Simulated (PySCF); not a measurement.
A survey of ³¹P NMR shifts

How the numbers were obtained: GIAO PBE0/pcSseg-1 shieldings, GFN2-xTB structure, in PySCF 2.14.0 with density-fitted response routines (equivalent nuclei averaged, one computed conformer, isolated molecule, non-relativistic).

Shieldings were converted by a linear fit to measured shifts: ³¹P: δ = 270.09 − 0.828σ (rms 18.1 ppm, 64 shifts vs H3PO4, solution or neat liquid). A few per cent of atoms miss by over 2 rms, more outside the fitted compound classes.

Question: Give the ³¹P shifts of `CC(C)CP(C)(C)=S`.

Answer: 
```tsv
compound	environment	δ (ppm)
CC(C)CP(C)(C)=S	phosphorus bonded to 3 C, S	19.0
```

Question: Order these by ³¹P shift, lowest first.
A. Cc1cocp1
B. Cc1occp1
C. CP1(=N)CCSCC1
D. C=C[P@@](=O)(O)C[SiH3]
E. FC(F)(F)/C=P\N([SiH3])[SiH3]

Answer: C (-7.5 ppm, phosphorus bonded to 3 C, N, in a 6-membered ring), D (32.1 ppm, phosphorus bonded to 2 C, 2 O), B (101.6 ppm, phosphorus bonded to 2 C, in a 5-membered ring), A (119.3 ppm, phosphorus bonded to 2 C, in a 5-membered ring), E (309.6 ppm, phosphorus bonded to C, N).
